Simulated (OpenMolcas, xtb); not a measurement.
**SiCNCl2F (SMILES N#C[Si](F)(Cl)Cl): the dipole moment, rung by rung**

SiCNCl2F: 6 atoms, total charge 0, spin state singlet. As SMILES, `N#C[Si](F)(Cl)Cl`. Geometry: relaxed at PBE0-D4/def2-TZVP.

Each level gives the dipole moment (D). The values are calculated.

```tsv
level	kind	program	value (D)	CPU time
GFN0-xTB	semi-empirical	xtb	3.71	under 2 s
GFN2-xTB	semi-empirical	xtb	1.97	under 2 s
HF/cc-pVDZ	Hartree–Fock	OpenMolcas	2.09	19 s
SVWN5/cc-pVDZ	LDA	OpenMolcas	2.07	43 s
BLYP/cc-pVDZ	GGA	OpenMolcas	2.04	58 s
M06-L/cc-pVDZ	meta-GGA	OpenMolcas	2.05	83 s
TPSS/cc-pVDZ	meta-GGA	OpenMolcas	2.03	83 s
B3LYP/cc-pVDZ	global hybrid	OpenMolcas	2.05	59 s
```

The values span 1.97 to 3.71 D. Magnitudes only. Times are those of the runs behind each value, whatever else they computed, on shared processors of several kinds: orders of magnitude only.
